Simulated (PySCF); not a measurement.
Geometry:
```tsv
atom	x (Å)	y (Å)	z (Å)
C1	-1.821	1.187	0.679
O2	-1.343	0.377	-0.375
C3	-1.117	-0.948	0.001
O4	-0.087	-1.126	0.922
C5	1.229	-1.073	0.408
C6	1.706	0.302	0.035
N7	2.894	0.627	0.267
H8	-1.969	2.180	0.260
H9	-1.099	1.232	1.500
H10	-2.772	0.800	1.062
H11	-2.012	-1.367	0.488
H12	-0.912	-1.485	-0.938
H13	1.304	-1.710	-0.489
H14	1.875	-1.484	1.186
H15	0.952	0.934	-0.447
H16	3.161	1.562	-0.035
```

How the numbers were obtained: GIAO PBE0/pcSseg-1 shieldings, structure optimised with GFN2-xTB, in PySCF 2.14 (single conformer, isolated molecule, no relativistic terms, fast rotation and ring inversion assumed for equivalent nuclei).

References, each an isolated molecule treated in the same way: $^{13}$C and $^{1}$H vs TMS; H2O for $^{17}$O; NH3 for $^{15}$N.

```tsv
atoms	nucleus	count	δ (ppm)
H8/H9/H10	$^{1}$H	3	?
N7	$^{15}$N	1	?
H13/H14	$^{1}$H	2	4.39
C1	$^{13}$C	1	56.5
C5	$^{13}$C	1	83.5
O4	$^{17}$O	1	71.2
C6	$^{13}$C	1	180.6
H15	$^{1}$H	1	8.93
C3	$^{13}$C	1	104.0
H16	$^{1}$H	1	?
H11/H12	$^{1}$H	2	?
O2	$^{17}$O	1	68.6
```

Question: Fill in the missing shifts.

Answer: 
- H16: 11.18 ppm, hydrogen on a nitrogen bonded to C
- H11/H12: 4.98 ppm, hydrogen on a carbon bonded to 2 O
- H8/H9/H10: 3.55 ppm, hydrogen on a carbon bonded to O
- N7: 364.5 ppm, nitrogen bonded to C, H

Exchangeable OH/NH protons stand at their gas-phase positions; hydrogen bonding in a real sample shifts them, mostly to higher δ. Shifts are as computed. Against solution values, carbons near 30 ppm lie about +3 ppm off and those near 130 ppm about +5 ppm (rms about the fit 2.1 ppm; single classes can miss by 10 ppm). Of 1328 compounds with measured shifts, 309 miss one by over three times the rms of a fit or turn the order of signals round; such compounds aren't used in these exercises. Signals without a measured value on file couldn't be tested in this way; 1H shifts scatter by 0.2 ppm about their fit, and single ones miss by 0.5 ppm. Experimental scales use liquid or dissolved standards, which lie at an offset from isolated NH3 (liquid NH3: subtract about 20 ppm) and H2O (liquid H2O: subtract about 36 ppm). Unscaled 15N shifts of sp2 nitrogen often come out too high even then, by a few to some tens of ppm.
